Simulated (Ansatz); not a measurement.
C3H7FSi can be A, `CC(C)[Si]F`, or B, `C[C@@H]1C[Si@@H]1F`.

Isolated molecules relaxed with PBE0-D4/def2-TZVP in Ansatz; ΔE leaves out vibrations. CCSD(T)/CBS adds triple-zeta CCSD(T) − MP2 to the extrapolated MP2 energy (def2 sets, frozen cores). Functionals use def2-TZVPP. B3LYP here is the variant with VWN-RPA as its local correlation; programs differ in this. One conformer a species, not always the lowest.

Task: Which is lower in electronic energy at CCSD(T)/CBS, and by how much? (Estimate.)

Result: The calculation gave: B, by 13.5 kJ/mol.

Task: Give E(B) − E(A) in kJ/mol with HF/def2-TZVPP, MP2/def2-TZVPP, PBE-D4, B3LYP, BLYP-D4, CCSD(T)/def2-SVP, ωB97M-V. (Estimate.)

Result: Ansatz gave: HF/def2-TZVPP -11.9, MP2/def2-TZVPP -24.5, PBE-D4 -16.1, B3LYP -10.1, BLYP-D4 0.9, CCSD(T)/def2-SVP 6.5, ωB97M-V -8.3. The order is the other way round with BLYP-D4, CCSD(T)/def2-SVP.

Task: Does the order hold for the free energy at 298.15 K (harmonic terms from PBE0-D4)? (Best estimate.)

Result: Ansatz gave: Yes: G(B) − G(A) = -14.4 kJ/mol, for one conformer each. Modes under 60 cm⁻¹, often nearly free rotors, make the harmonic entropy too high.

Largest T1 diagnostic: 0.012.

Leaving LDA and LC-ωPBE aside and taking each functional with its dispersion term where it has one, the values, not all of them listed here, spread over 33.5 kJ/mol, from r2SCAN-D4 to BLYP-D4. LDA lies −6.3 kJ/mol from PBE without D4. From BLYP to BHLYP (50 % exact exchange), in def2-TZVPP and without D4, E(B) − E(A) moves by −10.3 kJ/mol.
